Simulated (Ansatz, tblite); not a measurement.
Two members of one family (Same ligands, another metal), computed with Ansatz in the gas phase; def2 core potentials for Re, Ta, no spin–orbit coupling. The two geometries come from different levels. Singlets are spin-restricted. A dash marks a value that wasn't run or was left out as unsound. The structures are stationary points that may keep the symmetry of their start. Remarks come from the PBE and PBE0 runs and from stability tests at other levels; not every state was tested. A HOMO above zero means that the electron is unbound at that level and held by the basis, or that self-interaction error raises the level; the energy of removing that electron tells which. HOMO above LUMO (over both spins in singlets and doublets, within one spin in higher multiplets; at PBE or PBE0), or a gap under 0.15 eV within one spin, warns that the state may not be the lowest or that an electron is smeared out.

First: [TaOF4]- (singlet, charge -1, r2SCAN-D4/def2-SVPD geometry).

```xyz
6

Ta    0.040   -0.043   -0.014
O     1.197   -1.287   -0.420
F    -0.702    0.561   -1.710
F     1.039    1.628   -0.019
F     0.083    0.104    1.927
F    -1.658   -0.964    0.236
```

```json
{"level": "revPBE-D4/def2-TZVPD", "HOMO (eV)": "-2.87", "vertical IE (eV)": "–"}
{"level": "BLYP-D4/def2-TZVPD", "HOMO (eV)": "-2.87", "vertical IE (eV)": "–"}
{"level": "r2SCAN-D4/def2-TZVPD", "HOMO (eV)": "-3.30", "vertical IE (eV)": "6.46"}
{"level": "B3LYP-D4/def2-TZVPD", "HOMO (eV)": "-4.35", "vertical IE (eV)": "–"}
{"level": "PBE0-D4/def2-TZVPD", "HOMO (eV)": "-4.60", "vertical IE (eV)": "6.65"}
```

Metal–donor distances: 1 × O 1.75 Å, 4 × F 1.95 Å. Remarks: gap within one spin near zero at PBE or PBE0 (neutral doublet).

Second: [ReOF4]- (singlet, charge -1, PBE0-D4/def2-SVPD geometry).

```xyz
6

Re   -0.1689    0.0272   -0.0622
O    -1.7135    0.2786   -0.6335
F     0.7843    1.6994    0.1167
F     1.0682   -0.2373   -1.5241
F     0.1633   -1.8529    0.2341
F    -0.1334    0.0849    1.8691
```

Q: Estimate the same table for the second.

A: 
```
               level  HOMO (eV)  vertical IE (eV)
revPBE-D4/def2-TZVPD       1.11                 –
  BLYP-D4/def2-TZVPD       1.03                 –
r2SCAN-D4/def2-TZVPD       0.71              2.59
 B3LYP-D4/def2-TZVPD      -0.63                 –
  PBE0-D4/def2-TZVPD      -0.84              3.06
```

Metal–donor distances: 1 × O 1.67 Å, 4 × F 1.93 Å. The relaxed triplet lies at 0.03 eV (r2SCANh-D4/def2-TZVPD) to 0.33 eV (ωB97X-V/def2-TZVPD) from the singlet, nearly a tie at some levels. Remarks: HOMO above zero at PBE or PBE0, HOMO above zero (triplet).
